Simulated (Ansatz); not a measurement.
Ansatz (a quantum-chemistry and plane-wave program) input for C₅H₅F, SMILES C=C=CC(=C)F, PBE/def2-SVPD. Geometry: PBE-D3(BJ)/def2-SVP. The structure was generated by enumeration, and PubChem lists no compound with its InChIKey, so it may never have been made. Other conformers were not sampled.

Ansatz 0.2 input:
```yaml
crystal:
  periodic: [false, false, false]
  atoms:
    - {symbol: C, position_ang: [-0.11029603, -2.66357158, -0.00000000]}
    - {symbol: C, position_ang: [0.35325254, -1.43526669, -0.00000000]}
    - {symbol: C, position_ang: [0.83400844, -0.19823507, -0.00000000]}
    - {symbol: C, position_ang: [0.00754787, 1.00727980, 0.00000000]}
    - {symbol: C, position_ang: [0.46317300, 2.27739852, 0.00000000]}
    - {symbol: F, position_ang: [-1.32013187, 0.76895532, 0.00000000]}
    - {symbol: H, position_ang: [-0.31792821, -3.20151849, -0.94205481]}
    - {symbol: H, position_ang: [-0.31792821, -3.20151849, 0.94205481]}
    - {symbol: H, position_ang: [1.92663533, -0.03830896, -0.00000000]}
    - {symbol: H, position_ang: [-0.23871232, 3.12189098, 0.00000000]}
    - {symbol: H, position_ang: [1.54300530, 2.47322723, 0.00000000]}
basis:
  gaussian:
    orbitals: def2-SVPD
hamiltonian:
  xc: {name: PBE}
```

Log of the run:

```
Functional definition: PBE
integrals: 0.08 GiB planned
1350 factors; their error is unknown
mean field: 0.63 GiB planned
mean field evaluation 1: about -7956.5607 eV, gradient 6.1e1 eV
mean field evaluation 2: about -7949.3120 eV, gradient 7.6e1 eV
mean field evaluation 4: about -7966.1305 eV, gradient 5.8e0 eV
mean field evaluation 8: about -7966.2277 eV, gradient 1.4e-1 eV
mean field evaluation 16: about -7966.1475 eV, gradient 4.5e-4 eV
mean field -7966.14750230 eV, -292.7505210609 hartree, gradient 4.7e-5 eV, S^2 0.000000; 0 other end points of the search recorded, 0 dependent functions left out
reference -7966.14754561 eV, -292.7505226524 hartree; 22, 22 occupied and 141, 141 virtual orbitals, 1350 factors
Total energy: -7966.14754561 eV, -292.7505226524 hartree
```

The run converged.
